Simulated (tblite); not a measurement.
Species: C4H5NO3Si.
Geometry (GFN2-xTB, Å), atoms numbered from 1 in this order:
```xyz
14
C4H5NO3Si angstrom
N     -0.5104   -2.0237    2.2892
C     -0.3084   -1.4138    1.3430
C     -0.0722   -0.6291    0.1759
Si    -0.4774    1.2889    0.6001
C     -1.0146   -0.8953   -0.9395
O     -0.7020   -0.8748   -2.0979
O      1.2782   -0.8015   -0.2720
C      1.8097    0.2391   -0.8281
O      1.3305    1.3488   -0.8327
H     -1.0073    1.9965   -0.5508
H     -1.6330    1.0454    1.4923
H      0.5794    1.7661    1.4790
H     -2.0532   -1.0496   -0.5976
H      2.7802    0.0024   -1.2831
```

Level: GFN2-xTB in tblite, geometry and Hessian alike; calculated harmonic values, unscaled, isolated species. Against measured fundamentals such values can be off by several per cent, at times by over 20. Modes of hydrogen on silicon can be 10 to 20 % off. One conformer, not necessarily the lowest.

Harmonic wavenumbers (cm⁻¹): 48.2, 107.5, 127.8, 155.7, 194.3, 215.2, 261.8, 339.2, 350.6, 401.3, 416.0, 510.0, 545.1, 581.0, 602.1, 681.6, 711.8, 754.1, 865.1, 892.1, 923.9, 931.5, 942.8, 1077.5, 1170.9, 1232.1, 1309.2, 1348.2, 1699.5, 1754.8, 2156.9, 2345.2, 2389.3, 2391.8, 2797.2, 2901.1.

A = 1811, B = 1303, C = 1153 MHz; mass 143.004 u (most abundant isotopes); point group C1, symmetry number 1.

Q: Zero-point energy?

A: ½Σν̃ = 18066 cm⁻¹ = 51.65 kcal/mol.

Q: Give the ideal-gas entropy at 200 K and 1 bar in the rigid-rotor, harmonic-oscillator model (classical rotation).

A: Translation 38.83, rotation 27.97, vibration 17.72: S = 84.5 cal/(mol K).

Q: And Cp and H(200 K) − H(0)?

A: Cp = 28.81 cal/(mol K), of which vibrations give 20.87 (their classical limit is 36 R = 71.5); H(200 K) − H(0) = 3.61 kcal/mol without the zero-point energy, 2.02 from vibrations.

Q: What must be added to the electronic energy to get the Gibbs energy at 200 K and 1 bar?

A: ZPE + [H(200 K) − H(0)] − T·S = 51.65 + 3.61 − 16.90 = 38.36 kcal/mol.

Q: How do the functions run with temperature in this model?

A: 
```
T (K)  S (cal/(mol K))  Cp (cal/(mol K))  H − H(0) (kcal/mol)  G − H(0) (kcal/mol)  ln q(vib)
  100             68.5              18.3                 1.24                -5.61       1.37
  300             97.9              37.7                 6.95               -22.43       6.38
  500            120.4              50.3                15.86               -44.34      11.35
  800            146.7              61.3                32.77               -84.58      18.05
 1000            160.9              65.8                45.51              -115.38      22.01
```

q(vib) and H(0) count from the zero-point level.

Q: Which modes carry the vibrational entropy at 200 K?

A: 48.2 cm⁻¹: 4.10; 107.5 cm⁻¹: 2.55; 127.8 cm⁻¹: 2.22; 155.7 cm⁻¹: 1.86; 194.3 cm⁻¹: 1.48; 215.2 cm⁻¹: 1.31 cal/(mol K); the other 30 give 4.20 together.

Q: Blend soft modes into free rotors: weight 1/[1 + (100 cm⁻¹/ν̃)⁴] for the oscillator and the rest for a rotor with moment μB/(μ + B), μ = h/(8π²ν), B = 10⁻⁴⁴ kg m². What vibrational entropy results?

A: 16.86 cal/(mol K) in place of 17.72, which changes −T·S at 200 K by +0.17 kcal/mol.

Hindered rotation and anharmonicity are outside this model. Other conformers, if any are populated, would add a mixing term that is left out. The structure is chiral; the term R ln 2 for an equal mix with its mirror image is left out.

Time: 0.82 s of wall time. Hardware: Arm Neoverse N1, one thread, no GPU (shared host). The figure is for the frequency step alone.
